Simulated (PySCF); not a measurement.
Steps of a relaxation of [IrH5]−

[IrH5]− (doublet; a saddle point, relaxed within its symmetry). PySCF 2.14.0, UKS B3LYP, Ir def2-SVP with ECP60, H def2-SVP; non-relativistic Hamiltonian with scalar-relativistic core potentials where named; density fitting; no spin-orbit coupling. Origin of the start: released along the symmetry-breaking force. Columns: position (Å) and force (eV/Å). Energies are counted from the last step; some of the 5 steps are shown. Forces carry noise of the integration grid, about 0.01 to 0.03 eV/Å.

Run from Python with OMP_NUM_THREADS=2. Where DIIS fails, smearing, a level shift and second-order steps follow.
It took 9.7 s on 2 threads of Arm Neoverse V1 (shared host), from the converged density of the start.

```xyz
6
step 0  E = 0.059 eV
Ir    0.0000    0.0000   -0.0020     0.00    0.00    0.00
H     0.0000    0.0000    1.5483     0.00    0.00   -0.01
H     1.6589   -0.0214   -0.2931    -0.01   -0.23    0.00
H    -0.0214    1.6589   -0.2931    -0.23   -0.01    0.00
H    -1.6589    0.0214   -0.2931     0.01    0.23    0.00
H     0.0214   -1.6589   -0.2931     0.23    0.01    0.00
```

```xyz
6
step 1  E = 0.027 eV
Ir    0.0000    0.0000   -0.0019     0.00    0.00   -0.03
H     0.0000    0.0000    1.5481     0.00    0.00    0.00
H     1.6580   -0.0636   -0.2931    -0.03   -0.15    0.01
H    -0.0636    1.6580   -0.2931    -0.15   -0.03    0.01
H    -1.6580    0.0636   -0.2931     0.03    0.15    0.01
H     0.0636   -1.6580   -0.2931     0.15    0.03    0.01
```

```xyz
6
step 3  E = 0.000 eV
Ir    0.0000    0.0000   -0.0044     0.00    0.00   -0.02
H     0.0000    0.0000    1.5455     0.00    0.00    0.00
H     1.6513   -0.1495   -0.2918    -0.02    0.00    0.01
H    -0.1495    1.6513   -0.2918     0.00   -0.02    0.01
H    -1.6513    0.1495   -0.2918     0.02    0.00    0.01
H     0.1495   -1.6513   -0.2918     0.00    0.02    0.01
```

Q: Where does the relaxation end?

A: It converges at step 4 in C2v:
```xyz
6
step 4  E = 0
Ir    0.0000    0.0000   -0.0050
H     0.0000    0.0000    1.5449
H     1.6500   -0.1513   -0.2915
H    -0.1513    1.6500   -0.2915
H    -1.6500    0.1513   -0.2915
H     0.1513   -1.6500   -0.2915
```

Q: How did the contacts change?

A: 
```tsv
contact	start (Å)	end (Å)
Ir1–H2 (H)	1.550	1.550
Ir1–H3 (H)	1.684	1.682
Ir1–H4 (H)	1.684	1.682
Ir1–H5 (H)	1.684	1.682
Ir1–H6 (H)	1.684	1.682
```


Open shells may have lower solutions than the one found.
